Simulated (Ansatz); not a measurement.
`[CH3][Ga][O][SiH3]` radical. Total charge 0; spin multiplicity 2.

```xyz
10

C    -0.192    0.346   -2.445
Ga    0.276    1.049   -0.630
O     0.023   -0.176    0.670
Si    0.153   -0.397    2.278
H    -0.053    1.097   -3.220
H    -1.234    0.022   -2.409
H     0.449   -0.518   -2.633
H     0.675    0.821    2.963
H    -1.178   -0.720    2.860
H     1.081   -1.524    2.567
```

**Question.** What are the harmonic wavenumbers in cm⁻¹ at PBE0-D4/def2-TZVP (Ansatz, finite differences of forces, unscaled)? (Estimate.)

**Answer.** Ansatz gave: 34, 39, 66, 73, 159, 458, 514, 623, 719, 726, 739, 955, 957, 986, 1020, 1156, 1427, 1439, 2191, 2207, 2212, 3055, 3151, 3184.

**Question.** Is this a minimum?

**Answer.** Yes, all 24 modes are real.

**Question.** Give the ideal-gas thermochemistry at 298.15 K and 1 bar (rigid rotor, harmonic oscillator; point group Cs, symmetry number 1).

**Answer.** Zero-point energy 168.0 kJ/mol; H(298) − E = 191.2 kJ/mol; entropy 391.8 J/(mol·K), of which translation 169.7, rotation 112.1, vibration 104.2, electronic 5.8; G(298) − E = 74.4 kJ/mol. Modes under 100 cm⁻¹ are hindered rotations or soft bends, so the harmonic entropy is rough.
